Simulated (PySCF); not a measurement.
**C₆ coefficients of unlike pairs at wB97X**

Calculated with PySCF 2.14 from the dipole response of each species, C₆(A,B) = (3/π) ∫ α_A(iu) α_B(iu) du, in atomic units, from isotropic polarisabilities. For ions this is the dispersion term alone; charge-induced terms of lower order in 1/R come first.

| species | configuration | basis | relativity | α (bohr³) | C₆ (like pair) |
| --- | --- | --- | --- | --- | --- |
| Ga³⁺ | [Ar] 3d10 (1S) | x2c-TZVPPall with one added diffuse shell each of s, p, d type (7s6p5d1f) | spin-free X2C | 1.027 | 1.177 |
| Co⁺ | [Ar] 3d8 (3F) | aug-cc-pVTZ (8s7p5d3f2g) | none | 8.586 | 29.10 |
| Ba⁺ | [Xe] 6s1 (2S) | def2-TZVPPD with the def2 core potential (46 electrons) (6s4p3d1f) | core potential | 131.2 | 1480 |

Estimate C₆ for Ba⁺ with Ga³⁺.

The integral gives 26.04. The combination rule 2 C_A C_B / (C_A α_B/α_A + C_B α_A/α_B) gives 21.51 and the geometric mean 41.73.

No spin-orbit coupling is included.

The other pairs:

| pair | C₆ |
| --- | --- |
| Ba⁺, Co⁺ | 168.7 |
| Co⁺, Ga³⁺ | 5.560 |
